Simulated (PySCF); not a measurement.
# Working out the ionisation energy of Ne⁺

Ne⁺ [He] 2s2 2p5 (2P) → Ne²⁺ [He] 2s2 2p4 (3P). Computed with PySCF 2.14 in aug-cc-pVDZ-DK (4s3p2d, 23 functions), with the spin-free X2C one-electron Hamiltonian (Gaussian nucleus). Frozen: 1s2. Energies in hartree (1 hartree = 27.21139 eV):

```
            part  Ne⁺ (lower)  Ne²⁺ (upper)
             UHF  -127.904092   -126.459842
CCSD correlation    -0.153633     -0.111051
             (T)    -0.001654     -0.000866
```

Problem. What does Hartree-Fock give?

Solution. (-126.459842) − (-127.904092) = 1.444250 hartree = 39.300 eV.

Problem. What do CCSD and CCSD(T) give?

Solution. The CCSD correlation energies differ by 0.042582 hartree = 1.159 eV and the triples by 0.000788 hartree = 0.021 eV, so CCSD gives 40.459 eV and CCSD(T) 40.480 eV.

Reference: 40.963 eV (measured; NIST Atomic Spectra Database, ionization energies), between the lowest levels; spin-orbit coupling is absent from the calculation.

A double-zeta basis recovers only part of the correlation energy.

What remains against the reference includes basis incompleteness, the frozen core and higher excitations.
